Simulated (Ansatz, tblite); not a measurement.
Removing and adding an electron: Al2O6H6 (the lowest singlet isomer of a short search). Charge 0, multiplicity 1. Geometry: r2SCAN-D4/def2-SVP. Ansatz, gas phase; energy differences of separate SCF runs; the oxidised species was run as a doublet alone; the reduced species was run as a doublet alone.

```csv
atom,x (Å),y (Å),z (Å)
Al1,0.592,0.775,0.655
Al2,-0.994,-0.707,-1.160
O3,-0.539,-0.749,-2.808
O4,1.920,1.790,0.349
O5,-0.040,0.397,2.216
O6,0.296,-1.990,1.052
O7,-0.656,1.072,-0.650
O8,0.441,-0.971,0.029
H9,0.014,-1.411,1.804
H10,-0.073,0.928,3.013
H11,2.746,1.828,0.835
H12,-0.615,1.796,-1.287
H13,-0.758,-1.434,-3.443
H14,-2.336,-1.323,-0.606
```

The xTB rows come from tblite. Correlated methods freeze 16 core orbitals. The rows differ in basis, and correlated rows in double-zeta sets carry the largest basis error. In CCSD on the charge 1 doublet the largest single amplitude is 0.56, so its Hartree–Fock determinant may place the open shell otherwise than the density functionals do. The structure holds one bond between oxygen atoms, so isomers without such links may lie far lower. HOMO above LUMO, or a gap near zero within one spin, warns that the state may not be the lowest or that an electron is smeared out. The structure comes from a short search, and lower isomers may exist.

```json
{"level": "GFN1-xTB", "−HOMO (eV)": "11.81", "vertical IE (eV)": "14.81", "−LUMO (eV)": "6.23", "vertical EA (eV)": "3.56", "HOMO–LUMO gap (eV)": "5.58", "IE − EA (eV)": "11.25", "remarks": "–"}
{"level": "GFN2-xTB", "−HOMO (eV)": "11.10", "vertical IE (eV)": "14.15", "−LUMO (eV)": "5.79", "vertical EA (eV)": "2.97", "HOMO–LUMO gap (eV)": "5.31", "IE − EA (eV)": "11.19", "remarks": "–"}
{"level": "PBE-D4/def2-TZVP", "−HOMO (eV)": "6.34", "vertical IE (eV)": "9.31", "−LUMO (eV)": "1.66", "vertical EA (eV)": "–", "HOMO–LUMO gap (eV)": "4.69", "IE − EA (eV)": "–", "remarks": "gap within one spin near zero (+1 doublet)"}
{"level": "PBE-D4/def2-TZVPD", "−HOMO (eV)": "6.46", "vertical IE (eV)": "–", "−LUMO (eV)": "1.83", "vertical EA (eV)": "0.01", "HOMO–LUMO gap (eV)": "4.63", "IE − EA (eV)": "–", "remarks": "HOMO above zero (-1 doublet)"}
{"level": "BLYP-D4/def2-TZVP", "−HOMO (eV)": "6.28", "vertical IE (eV)": "9.26", "−LUMO (eV)": "1.57", "vertical EA (eV)": "–", "HOMO–LUMO gap (eV)": "4.71", "IE − EA (eV)": "–", "remarks": "gap within one spin near zero (+1 doublet)"}
{"level": "BLYP-D4/def2-TZVPD", "−HOMO (eV)": "6.41", "vertical IE (eV)": "–", "−LUMO (eV)": "1.76", "vertical EA (eV)": "-0.02", "HOMO–LUMO gap (eV)": "4.65", "IE − EA (eV)": "–", "remarks": "HOMO above zero (-1 doublet)"}
{"level": "PBE0-D4/def2-TZVP", "−HOMO (eV)": "8.17", "vertical IE (eV)": "10.15", "−LUMO (eV)": "0.34", "vertical EA (eV)": "–", "HOMO–LUMO gap (eV)": "7.83", "IE − EA (eV)": "–", "remarks": "–"}
{"level": "PBE0-D4/def2-TZVPD", "−HOMO (eV)": "8.25", "vertical IE (eV)": "–", "−LUMO (eV)": "0.75", "vertical EA (eV)": "-0.22", "HOMO–LUMO gap (eV)": "7.50", "IE − EA (eV)": "–", "remarks": "HOMO above zero (-1 doublet)"}
{"level": "CCSD/def2-SVP", "−HOMO (eV)": "–", "vertical IE (eV)": "10.85", "−LUMO (eV)": "–", "vertical EA (eV)": "–", "HOMO–LUMO gap (eV)": "–", "IE − EA (eV)": "–", "remarks": "large T1 (0.100) (+1 doublet)"}
{"level": "CCSD(T)/def2-SVP", "−HOMO (eV)": "–", "vertical IE (eV)": "10.76", "−LUMO (eV)": "–", "vertical EA (eV)": "–", "HOMO–LUMO gap (eV)": "–", "IE − EA (eV)": "–", "remarks": "large T1 (0.100) (+1 doublet)"}
```

Relaxing the oxidised species (r2SCAN-D4/def2-SVP) changes its energy by -0.48 eV at PBE-D4/def2-TZVP, so the adiabatic ionisation energy to this nearest minimum is 8.84 eV. On the way the bond O6–H9 breaks and O5–H9 forms. At PBE0-D4/def2-TZVP it is 8.85 eV.  Relaxing the reduced species (r2SCAN-D4/def2-SVPD) changes its energy by -2.71 eV at PBE-D4/def2-TZVPD, so the adiabatic electron affinity to this nearest minimum is 2.72 eV. On the way the bond O6–O8 breaks. At PBE0-D4/def2-TZVPD it is 2.89 eV.  Run but left out: HF/def2-SVP, MP2/def2-SVP (charge +1 doublet: a determinant that CCSD turns far, T1 0.100).   A HOMO above zero means that the electron is unbound at that level or that self-interaction error raises the level; the energy of removing that electron tells which. Raw xTB energy differences between charge states are shifted by several eV; the methods need an empirical correction for them. A negative affinity means that the extra electron isn't bound; its size then hangs on the basis.
